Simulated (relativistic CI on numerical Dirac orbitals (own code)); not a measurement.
# Energy levels of N

These numbers are calculated, not measured: Dirac-Coulomb-Breit CI, orbitals from a KLI potential per configuration, model QED (radiative potential, 1s self-energy scaled to tabulated hydrogen-like ionisation energies), valence Slater integrals scaled by 0.85, P86 correlation energy added to each configuration (own radial code, finite nucleus).

CI space (outside the closed core 1s2): 2s²2p³, 2s²2p²3s, 2s2p⁴, 2s²2p²3p, 2s²2p²4s, 2s²2p²3d, 2p⁵, 2s²2p²4p, 2s²2p²5s, 2s²2p²4d, 2s²2p²4f, 2s²2p²5p, 2s²2p²5d, 2s²2p²5f, 2s²2p²5g, 2s²2p3s², 2s²2p3s3p. Levels of other configurations are missing.

The lowest level is 2s²2p³ ⁴S°3/2, with 100 % of that term; Hund's rules for 2s²2p³ give ⁴S° with J = 3/2, in agreement.

| No. | Configuration | Term | J | E (cm⁻¹) | % | Landé g | jj configuration (%) |
| --- | --- | --- | --- | --- | --- | --- | --- |
| 1 | 2s²2p³ | ⁴S° | 3/2 | 0.0 | 100 | 2.002 | 2p1/2 2p3/2^2 (55) |
| 2 | 2s²2p³ | ²D° | 5/2 | 19259.4 | 100 | 1.200 | 2p1/2 2p3/2^2 (100) |
| 3 | 2s²2p³ | ²D° | 3/2 | 19268.8 | 100 | 0.800 | 2p1/2 2p3/2^2 (44) |
| 4 | 2s²2p³ | ²P° | 3/2 | 26308.6 | 97 | 1.334 | 2p3/2^3 (50) |
| 5 | 2s²2p³ | ²P° | 1/2 | 26309.3 | 97 | 0.666 | 2p1/2 2p3/2^2 (97) |
| 6 | 2s²2p²3s | ⁴P | 1/2 | 83336.2 | 99 | 2.670 | 2p1/2^2 3s (45) |
| 7 | 2s²2p²3s | ⁴P | 3/2 | 83380.3 | 99 | 1.735 | 2p1/2 2p3/2 3s (88) |
| 8 | 2s²2p²3s | ⁴P | 5/2 | 83446.0 | 99 | 1.601 | 2p3/2^2 3s (65) |
| 9 | 2s²2p²3s | ²P | 1/2 | 85475.3 | 100 | 0.666 | 2p1/2 2p3/2 3s (67) |
| 10 | 2s²2p²3s | ²P | 3/2 | 85559.7 | 100 | 1.334 | 2p3/2^2 3s (56) |
| 11 | 2s²2p²3p | ²S° | 1/2 | 93398.1 | 99 | 2.002 | 2p3/2^2 3p3/2 (35) |
| 12 | 2s2p⁴ | ⁴P | 5/2 | 93428.1 | 94 | 1.601 | 2s 2p3/2^2 (63) |
| 13 | 2s2p⁴ | ⁴P | 3/2 | 93489.0 | 94 | 1.735 | 2s 2p1/2 2p3/2^3 (83) |
| 14 | 2s2p⁴ | ⁴P | 1/2 | 93518.9 | 94 | 2.670 | 2s 2p3/2^4 (42) |
| 15 | 2s²2p²3p | ⁴D° | 1/2 | 94165.7 | 100 | 0.000 | 2p1/2^2 3p1/2 (38) |
| 16 | 2s²2p²3p | ⁴D° | 3/2 | 94188.2 | 99 | 1.202 | 2p1/2 2p3/2 3p1/2 (58) |
| 17 | 2s²2p²3p | ⁴D° | 5/2 | 94226.1 | 99 | 1.373 | 2p1/2 2p3/2 3p3/2 (64) |
| 18 | 2s²2p²3p | ⁴D° | 7/2 | 94278.3 | 100 | 1.429 | 2p3/2^2 3p3/2 (66) |
| 19 | 2s²2p²3p | ⁴P° | 1/2 | 94741.0 | 100 | 2.668 | 2p1/2 2p3/2 3p1/2 (51) |
| 20 | 2s²2p²3p | ⁴P° | 3/2 | 94760.0 | 100 | 1.734 | 2p3/2^2 3p1/2 (29) |
| 21 | 2s²2p²3p | ⁴P° | 5/2 | 94798.8 | 100 | 1.600 | 2p1/2 2p3/2 3p3/2 (41) |
| 22 | 2s²2p²3p | ²D° | 3/2 | 95862.2 | 99 | 0.800 | 2p1/2 2p3/2 3p3/2 (50) |
| 23 | 2s²2p²3p | ²D° | 5/2 | 95940.2 | 99 | 1.201 | 2p3/2^2 3p3/2 (32) |
| 24 | 2s²2p²3p | ⁴S° | 3/2 | 96294.6 | 99 | 2.001 | 2p1/2 2p3/2 3p3/2 (35) |
| 25 | 2s²2p²3p | ²P° | 1/2 | 96775.3 | 98 | 0.666 | 2p1/2 2p3/2 3p3/2 (54) |
| 26 | 2s²2p²3p | ²P° | 3/2 | 96811.5 | 98 | 1.334 | 2p3/2^2 3p3/2 (36) |
| 27 | 2s²2p²3s | ²D | 5/2 | 98876.8 | 100 | 1.200 | 2p1/2 2p3/2 3s (66) |
| 28 | 2s²2p²3s | ²D | 3/2 | 98877.5 | 100 | 0.799 | 2p1/2 2p3/2 3s (66) |
| 29 | 2s²2p²4s | ⁴P | 1/2 | 103420.3 | 94 | 2.668 | 2p1/2^2 4s (44) |
| 30 | 2s²2p²4s | ⁴P | 3/2 | 103461.8 | 93 | 1.734 | 2p1/2 2p3/2 4s (85) |
| 31 | 2s²2p²4s | ⁴P | 5/2 | 103523.8 | 91 | 1.601 | 2p3/2^2 4s (60) |
| 32 | 2s²2p²3d | ²P | 3/2 | 103613.4 | 93 | 1.328 | 2p1/2 2p3/2 3d3/2 (27) |
| 33 | 2s²2p²3d | ²P | 1/2 | 103650.7 | 91 | 0.663 | 2p3/2^2 3d5/2 (45) |
| 34 | 2s²2p²3d | ⁴F | 3/2 | 103706.1 | 99 | 0.409 | 2p1/2 2p3/2 3d3/2 (42) |
| 35 | 2s²2p²3d | ⁴F | 5/2 | 103726.5 | 97 | 1.032 | 2p1/2 2p3/2 3d3/2 (50) |
| 36 | 2s²2p²3d | ⁴F | 7/2 | 103760.1 | 97 | 1.241 | 2p1/2 2p3/2 3d5/2 (70) |
| 37 | 2s²2p²3d | ⁴F | 9/2 | 103809.1 | 100 | 1.334 | 2p3/2^2 3d5/2 (66) |
| 38 | 2s²2p²3d | ²F | 5/2 | 103906.9 | 96 | 0.870 | 2p1/2 2p3/2 3d3/2 (31) |
| 39 | 2s²2p²3d | ²F | 7/2 | 103974.1 | 89 | 1.170 | 2p3/2^2 3d3/2 (49) |
| 40 | 2s²2p²3d | ⁴D | 1/2 | 103987.6 | 98 | 0.020 | 2p1/2 2p3/2 3d3/2 (76) |
| 41 | 2s²2p²3d | ⁴D | 3/2 | 103990.4 | 96 | 1.206 | 2p1/2 2p3/2 3d5/2 (35) |
| 42 | 2s²2p²3d | ⁴D | 5/2 | 103999.6 | 93 | 1.371 | 2p1/2 2p3/2 3d5/2 (33) |
| 43 | 2s²2p²3d | ⁴D | 7/2 | 104031.0 | 90 | 1.401 | 2p3/2^2 3d5/2 (58) |
| 44 | 2s²2p²4s | ²P | 1/2 | 104139.3 | 91 | 0.668 | 2p1/2 2p3/2 4s (62) |
| 45 | 2s²2p²3d | ⁴P | 5/2 | 104190.0 | 63 | 1.494 | 2p1/2 2p3/2 3d3/2 (28) |
| 46 | 2s²2p²3d | ²D | 3/2 | 104193.2 | 74 | 0.963 | 2p1/2 2p3/2 3d5/2 (44) |
| 47 | 2s²2p²4s | ²P | 3/2 | 104220.7 | 71 | 1.225 | 2p3/2^2 4s (40) |
| 48 | 2s²2p²3d | ⁴P | 3/2 | 104229.4 | 80 | 1.671 | 2p3/2^2 3d3/2 (26) |
| 49 | 2s²2p²3d | ²D | 5/2 | 104235.6 | 75 | 1.293 | 2p3/2^2 3d5/2 (48) |
| 50 | 2s²2p²3d | ⁴P | 1/2 | 104240.0 | 90 | 2.652 | 2p3/2^2 3d3/2 (52) |
| 51 | 2s²2p²4p | ²S° | 1/2 | 106565.7 | 98 | 2.003 | 2p3/2^2 4p3/2 (31) |
| 52 | 2s²2p²4p | ⁴D° | 1/2 | 106707.6 | 98 | 0.022 | 2p1/2^2 4p1/2 (40) |
| 53 | 2s²2p²4p | ⁴D° | 3/2 | 106726.0 | 96 | 1.212 | 2p1/2 2p3/2 4p1/2 (51) |
| 54 | 2s²2p²4p | ⁴D° | 5/2 | 106762.2 | 96 | 1.378 | 2p1/2 2p3/2 4p3/2 (76) |
| 55 | 2s²2p²4p | ⁴D° | 7/2 | 106819.0 | 99 | 1.429 | 2p3/2^2 4p3/2 (66) |
| 56 | 2s²2p²4p | ⁴P° | 1/2 | 106891.3 | 98 | 2.643 | 2p1/2 2p3/2 4p1/2 (50) |
| 57 | 2s²2p²4p | ⁴P° | 3/2 | 106907.9 | 96 | 1.713 | 2p3/2^2 4p1/2 (30) |
| 58 | 2s²2p²4p | ⁴P° | 5/2 | 106947.9 | 95 | 1.587 | 2p3/2^2 4p3/2 (32) |
| 59 | 2s²2p²4p | ²D° | 3/2 | 106985.4 | 87 | 0.812 | 2p1/2 2p3/2 4p3/2 (47) |
| 60 | 2s²2p²4p | ²D° | 5/2 | 107053.3 | 86 | 1.209 | 2p3/2^2 4p3/2 (32) |
| 61 | 2s²2p²4p | ²P° | 1/2 | 107433.4 | 90 | 0.668 | 2p1/2 2p3/2 4p3/2 (52) |
| 62 | 2s²2p²4p | ²P° | 3/2 | 107466.0 | 87 | 1.351 | 2p1/2 2p3/2 4p1/2 (29) |
| 63 | 2s²2p²4p | ⁴S° | 3/2 | 107561.9 | 95 | 1.983 | 2p1/2 2p3/2 4p3/2 (37) |
| 64 | 2s²2p²3p | ²F° | 5/2 | 109419.1 | 100 | 0.857 | 2p1/2 2p3/2 3p1/2 (51) |
| 65 | 2s²2p²3p | ²F° | 7/2 | 109422.9 | 100 | 1.143 | 2p1/2 2p3/2 3p3/2 (66) |
| 66 | 2s²2p²5s | ⁴P | 1/2 | 109947.5 | 96 | 2.660 | 2p1/2^2 5s (47) |
| 67 | 2s²2p²5s | ⁴P | 3/2 | 109990.1 | 94 | 1.732 | 2p1/2 2p3/2 5s (88) |
| 68 | 2s²2p²3p | ²D° | 3/2 | 110051.9 | 73 | 0.800 | 2p1/2 2p3/2 3p1/2 (24) |
| 69 | 2s²2p²5s | ⁴P | 5/2 | 110054.0 | 90 | 1.599 | 2p3/2^2 5s (60) |
| 70 | 2s²2p²3p | ²D° | 5/2 | 110066.3 | 73 | 1.200 | 2p1/2 2p3/2 3p3/2 (41) |

Energies count from the lowest computed level; ° marks odd parity. Filled j subshells are mostly left out of the jj labels.

The mean weight of the leading LS term, summed over parents, in these 70 levels is 94 %, and that of the leading jj configuration (from the same eigenvectors) 51 %, so LS coupling describes them better.

For a near-neutral ion this model can misplace configurations by up to about 10,000 cm⁻¹ (more where the count of f electrons changes) and terms by 10 to 25 % of their spread. Rates follow the energies as ν³ (E1, M1) or ν⁵ (E2), so they and the lifetimes can be off by large factors. The fine structure of a lone outer electron comes out too small, for d and f at times inverted, and misplaced configurations move strength between like terms. 40 of the 40 excited levels that our extract of the measured tables holds in this range could be paired (the sources list more); they are missed by 1040 cm⁻¹ on average and 5348 at most, and levels without a partner can miss by more.
